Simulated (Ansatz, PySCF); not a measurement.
Reaction (SMILES): NC1CCCC1 → N[C]1CCCC1 + H atom (the C-H bond at the site shown breaks; other sites are not compared here)
Structures are relaxed separately at B3LYP-D3(BJ)/def2-TZVP in Ansatz (a first-principles code), one conformer each, not searched for the lowest. Frequencies are from Ansatz or PySCF.
Geometry of the first species:
```
C
H 1 1.1028
N 1 1.4606 2 112.56
H 3 1.0139 1 110.66 2 59.10
H 3 1.0139 4 106.82 1 120.53
C 1 1.5293 2 108.16 3 124.89
H 6 1.0919 1 113.02 2 -49.23
H 6 1.0932 7 107.62 1 118.88
C 1 1.5293 2 108.16 3 -124.89
H 9 1.0919 1 113.02 2 49.23
H 9 1.0932 10 107.62 1 -118.88
C 9 1.5393 10 112.92 11 -122.82
H 12 1.0900 9 111.57 10 89.86
H 12 1.0912 13 106.67 9 120.92
C 6 1.5393 7 112.92 8 122.82
H 15 1.0900 6 111.57 7 -89.86
H 15 1.0912 16 106.67 6 -120.92
```
Charge 0, spin multiplicity 1.

Wanted: bond dissociation energy (enthalpy at 298 K, with B3LYP-D3(BJ) rigid-rotor harmonic-oscillator terms), in kcal/mol. Valence correlation only, unless marked. Open shells are spin-unrestricted. No spin-orbit coupling. No relativistic terms. CBS marks a two-point X^-3 extrapolation of the correlation energy; Hartree-Fock from the larger set. [CCSD(T)-MP2]/basis is that difference in the basis named.

RI-MP2/CBS(cc-pVTZ,cc-pVQZ)+[CCSD(T)-MP2]/cc-pVTZ (Ansatz) gives 90.9 kcal/mol.

Another calculation gave 87.6 kcal/mol. Which level was it?
A. PBE0/def2-TZVPD (Ansatz)
B. SVWN5/def2-TZVPD (Ansatz)
C. wB97X-V/def2-TZVPD (Ansatz)
D. revPBE/def2-TZVPD (Ansatz)

C, wB97X-V/def2-TZVPD (Ansatz). The others give 83.2 (PBE0), 91.7 (SVWN5), 80.1 (revPBE) kcal/mol.
